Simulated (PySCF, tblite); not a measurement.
Isomers of C6H12GeO. Level: GFN2-xTB in tblite, geometry and Hessian alike; calculated harmonic values, unscaled, isolated species. Errors from tens to a few hundred cm⁻¹ against measured bands are possible. Modes of hydrogen on germanium can be 10 to 20 % off. One conformer each.

Electronic energies: PBE0-D3(BJ)/def2-SVP at its own geometries (PySCF, gas phase).

```csv
SMILES,"electronic energy, lowest = 0 (kJ/mol)"
C[C](=O)[GeH]1[CH2]CC[CH2]1,0.0
CO[CH2][GeH]1[CH2]C=C[CH2]1,101.6
COCC1=C[CH2][GeH2][CH2]1,92.4
```

Q: How do GFN2-xTB zero-point energies change the relative energies?

A: 
```csv
SMILES,ZPE (kJ/mol),of it from modes above 1550 cm⁻¹,electronic (kJ/mol),"with ZPE, lowest = 0 (kJ/mol)",lowest mode (cm⁻¹),rings
C[C](=O)[GeH]1[CH2]CC[CH2]1,424.7,217.6,0.0,0.0,22,1
COCC1=C[CH2][GeH2][CH2]1,415.8,209.6,92.4,83.5,38,1
CO[CH2][GeH]1[CH2]C=C[CH2]1,419.3,215.8,101.6,96.2,32,1
```

The zero-point energies span 8.9 kJ/mol, from `COCC1=C[CH2][GeH2][CH2]1` to `C[C](=O)[GeH]1[CH2]CC[CH2]1`. The order is unchanged.

Q: And how do the electronic energies of GFN2-xTB itself compare?

A: `C[C](=O)[GeH]1[CH2]CC[CH2]1` 0.0; `COCC1=C[CH2][GeH2][CH2]1` 39.6; `CO[CH2][GeH]1[CH2]C=C[CH2]1` 69.6 kJ/mol, lowest = 0. Against the energies above, taken from the same isomer `C[C](=O)[GeH]1[CH2]CC[CH2]1`, the largest difference is 52.8 kJ/mol. The two levels were optimised apart and needn't hold the same conformer.
